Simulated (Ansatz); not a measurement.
Steps of a relaxation of `[BH2][GeH2][Br]` with RKS PBE0-D4/def2-TZVP.

```sh
$ ansatz run in.yaml --threads 2 --pin off --events-out ev --progress --plain --max-ram 4352MiB
```

```yaml
crystal:
  periodic: [false, false, false]
  atoms:
    - {symbol: B, position_ang: [-1.066762, -0.117297, -0.729763]}
    - {symbol: Ge, position_ang: [0.615867, -0.104544, 0.456571]}
    - {symbol: Br, position_ang: [1.668480, 1.990277, 0.464364]}
    - {symbol: H, position_ang: [-1.694562, -1.154188, -0.832967]}
    - {symbol: H, position_ang: [-1.441903, 0.872854, -1.319305]}
    - {symbol: H, position_ang: [0.294185, -0.432243, 1.941314]}
    - {symbol: H, position_ang: [1.685796, -1.122958, -0.025914]}
basis:
  gaussian: {orbitals: def2-TZVP}
hamiltonian: {xc: pbe0, dispersion: d4}
relax: {f_tol: 0.005, max_steps: 150}
```

Positions (Å) and forces (eV/Å) along the path, 5 of 5 steps:

```xyz
7
step=1 energy=-127290.0543 eV
B    -1.067   -0.117   -0.730   -0.338    0.019   -0.240
Ge    0.616   -0.105    0.457    0.170   -0.052    0.134
Br    1.668    1.990    0.464   -0.143   -0.271   -0.005
H    -1.695   -1.154   -0.833    0.262    0.420    0.048
H    -1.442    0.873   -1.319    0.147   -0.399    0.233
H     0.294   -0.432    1.941    0.046    0.093   -0.223
H     1.686   -1.123   -0.026   -0.144    0.189    0.054
7
step=2 energy=-127290.0712 eV
B    -1.064   -0.113   -0.728   -0.114   -0.064   -0.069
Ge    0.612   -0.119    0.458    0.016   -0.021    0.019
Br    1.646    1.956    0.461    0.039    0.093   -0.004
H    -1.683   -1.136   -0.830    0.051    0.123    0.000
H    -1.434    0.864   -1.312    0.058   -0.101    0.077
H     0.295   -0.415    1.937    0.000   -0.027   -0.046
H     1.690   -1.106   -0.031   -0.050   -0.002    0.022
7
step=3 energy=-127290.0731 eV
B    -1.063   -0.119   -0.728   -0.010    0.006    0.005
Ge    0.615   -0.112    0.457   -0.015   -0.019   -0.010
Br    1.647    1.968    0.458    0.001    0.008   -0.001
H    -1.686   -1.132   -0.831    0.007   -0.001    0.002
H    -1.425    0.859   -1.303   -0.001    0.009   -0.009
H     0.293   -0.422    1.930    0.002    0.001    0.013
H     1.681   -1.109   -0.028    0.015   -0.004    0.000
7
step=4 energy=-127290.0732 eV
B    -1.064   -0.117   -0.727    0.003   -0.005   -0.012
Ge    0.614   -0.114    0.457   -0.007   -0.006    0.001
Br    1.645    1.967    0.457    0.002    0.003    0.000
H    -1.686   -1.132   -0.831   -0.003    0.002    0.003
H    -1.425    0.860   -1.305    0.001    0.002    0.004
H     0.294   -0.423    1.931    0.003    0.001    0.002
H     1.683   -1.110   -0.028    0.001    0.002    0.000
7
step=5 energy=-127290.0732 eV
B    -1.064   -0.117   -0.727   -0.001    0.000   -0.001
Ge    0.614   -0.115    0.458    0.000    0.000    0.000
Br    1.642    1.968    0.457    0.000    0.000    0.000
H    -1.689   -1.130   -0.829   -0.002    0.000   -0.001
H    -1.421    0.860   -1.307    0.001   -0.001    0.001
H     0.295   -0.424    1.931    0.000    0.000    0.001
H     1.684   -1.109   -0.028    0.001    0.000    0.000
```

Hardware: 2 threads of an Arm Neoverse V1 on a shared host. Wall time 25 s, peak host memory 0.39 GiB.
